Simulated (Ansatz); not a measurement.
Reaction (silylene formation by 1,1-elimination): `O[SiH]1C=C1[SiH3]` → `O[SiH]1C=C1` + `[SiH2]`

Program: Ansatz. Geometries: PBE0-D4/def2-TZVP. ΔE: electronic, gas phase. CCSD(T)/CBS adds triple-zeta CCSD(T) − MP2 to the extrapolated MP2 energy (def2 sets, frozen cores). This one scheme is used for every species. Functionals use def2-TZVPP. B3LYP here is the variant with VWN-RPA as its local correlation; programs differ in this. One conformer a species, not always the lowest.

`O[SiH]1C=C1[SiH3]`:

Cartesian coordinates in Å:
```
O -1.067 -0.232 2.568
Si -0.999 0.604 1.160
C -1.328 -0.076 -0.455
C -0.002 0.130 -0.271
Si 1.543 -0.137 -1.251
H -0.919 -1.178 2.525
H -1.270 2.000 1.538
H -1.888 -0.486 -1.290
H 1.243 -0.700 -2.596
H 2.259 1.155 -1.410
H 2.428 -1.080 -0.517
```

`O[SiH]1C=C1`:

```xyz
8

O    -0.793    1.618   -0.860
Si   -0.215    0.089   -0.730
C    -0.224   -0.894    0.767
C     1.011   -0.453    0.457
H    -0.785    2.155   -0.065
H    -0.357   -0.467   -2.086
H    -0.618   -1.488    1.584
H     1.980   -0.561    0.933
```

`[SiH2]`:

```xyz
3

Si   -0.614   -0.138    0.332
H    -0.111    0.996   -0.557
H     0.726   -0.858    0.225
```

(1) Is it downhill or uphill in electronic energy at CCSD(T)/CBS, and by how much? (Estimate.)

(2) What do these levels give: PBE-D4, B3LYP-D4, ωB97M-V, MP2/def2-TZVPP, CCSD/def2-TZVPP, CCSD/CBS(def2)? (Estimate.)

Largest T1 diagnostic among the species: 0.014.

Answers

(1) Ansatz gave: Uphill: ΔE = +253.4 kJ/mol.

(2) The calculation gave: PBE-D4 257.7, B3LYP-D4 250.5, ωB97M-V 247.1, MP2/def2-TZVPP 268.1, CCSD/def2-TZVPP 241.3, CCSD/CBS(def2) 248.1 kJ/mol.

The D4 term adds +13.6 kJ/mol with B3LYP and +7.5 kJ/mol with PBE0; it sums over pairs of atoms, weighted by their polarisabilities, and B3LYP, whose exchange is more repulsive, gets the larger term. In def2-TZVPP, CCSD(T) changes the Hartree–Fock value by +12.9 kJ/mol (the triples alone add +5.3 kJ/mol) and MP2 by +34.4 kJ/mol. From PBE to PBE0 (25 % exact exchange), in def2-TZVPP and without D4, ΔE moves by +8.0 kJ/mol.
